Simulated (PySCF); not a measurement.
## Relaxation of triplet AuS₂⁻

These are results of UPBE/[Au def2-SVPD with ECP60, S def2-SVPD], scalar-relativistic core potentials, density fitting, no spin–orbit coupling, PySCF, not measurements. A (50,194) grid was used.

A start at the PBE0 minimum, of D∞h symmetry, held to at least that symmetry:

Coordinates in bohr (charge -1 multiplicity 3):
```
Au    0.0000    0.0000    0.0000
S     0.0000    0.0000    4.1851
S     0.0000    0.0000   -4.1851
```

What does it relax to?

It ends at D∞h with Au–S 2.243 Å (×2); S–Au–S 180.0° (after a last refinement on a finer grid). A frequency run shows a minimum. Other isomers or separated fragments may lie lower.

How much energy is released, and in how many steps?

1.3 kJ/mol in 3 steps.

Open d and f shells are described by one determinant, and the ground state may have another occupation or spin. With an element this heavy the missing spin–orbit coupling can shift these numbers.

The relaxation took 14 s on 4 threads of a shared Intel Xeon @ 2.50GHz (Skylake/Cascade Lake) host, with 89 basis functions and 4 gradients; the process peaked at 0.46 GiB.
